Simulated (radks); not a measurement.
The numbers below are computed, except where a source is named.
These are the eigenvalues of the occupied orbitals of an atom or ion with whole-number occupations (hartree). Code: a radial shooting solver on a logarithmic mesh with Libxc functionals. Model: scalar-relativistic Kohn-Sham, PBE, spin-polarised, spherical densities, finite nucleus; Fermi nuclear charge, rms radius of each element as measured or else 0.836 A^(1/3) + 0.57 fm.

| orbital | eigenvalue |
|---|---|
| 1s down | -2633.191 |
| 1s up | -2633.191 |
| 2s up | -457.0693 |
| 2s down | -457.0600 |
| 2p up | -399.0536 |
| 2p down | -399.0462 |
| 3s up | -106.2788 |
| 3s down | -106.2762 |
| 3p up | -89.16363 |
| 3p down | -89.16057 |
| 3d up | -69.73453 |
| 3d down | -69.72837 |
| 4s up | -22.65311 |
| 4s down | -22.64485 |
| 4p up | -17.03694 |
| 4p down | -17.02935 |
| 4d up | -9.98334 |
| 4d down | -9.97437 |
| 5s up | -3.76596 |
| 5s down | -3.68368 |
| 5p up | -2.37536 |
| 5p down | -2.26649 |
| 4f up | -2.15893 |
| 4f down | -2.14086 |
| 5d up | -0.83365 |

Which element is it, and in what charge state? The configuration may be excited. Open shells, if any, are filled with parallel spins first.

Answer. Z = 75, rhenium, charge +2: Re2+ in [Xe] 4f14 5d5. The list shows which subshells hold electrons but not how many an open one holds; the 1s level, -2633.2 hartree, gives Z - s = 72.6 by -(Z - s)^2/2, which with screening and relativity narrows Z to a few neighbours, and the depths of the outer levels then fix element, charge and occupations together.
